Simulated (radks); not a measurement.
Excited configurations of Mg2+: one electron is placed in a higher orbital outside [He] 2s2 2p5. The ground configuration is [Ne]. Calculated with a radial shooting solver on a logarithmic mesh with Libxc functionals: non-relativistic Kohn-Sham, LDA (Slater exchange, Perdew-Wang correlation), spin-polarised, spherical densities, point nucleus; open shells are filled with parallel spins first. Excitation = E - E(ground); binding = E(ion) - E, where the ion is the core of charge +3; n* = 3/sqrt(2 binding) in atomic units, and the quantum defect is n - n*.

| outer orbital | excitation (eV) | binding (eV) | n* | quantum defect | eigenvalue (eV) | <r> (bohr) |
|---|---|---|---|---|---|---|
| 4s | 67.698 | 12.926 | 3.078 | 0.922 | -11.148 | 4.839 |
| 5s | 73.135 | 7.489 | 4.044 | 0.956 | -6.514 | 8.361 |
| 5p | 74.012 | 6.612 | 4.304 | 0.696 | -5.723 | 9.171 |
| 5d | 75.209 | 5.415 | 4.756 | 0.244 | -4.641 | 10.58 |
| 7s | 77.176 | 3.448 | 5.960 | 1.040 | -3.030 | 18.30 |

Estimate the row for 3s.

Answer. excitation (eV) 52.937; binding (eV) 27.687; n* 2.103; quantum defect 0.897; eigenvalue (eV) -23.581; <r> (bohr) 2.276. The Delta-SCF ionisation energy is 80.624 eV (NIST Atomic Spectra Database: 80.144 eV, measured). Self-interaction in the functional shifts the binding energies and quantum defects, so they are the method's values and not measured ones. Open shells are spherical and high-spin; term and fine-structure splittings are not resolved.
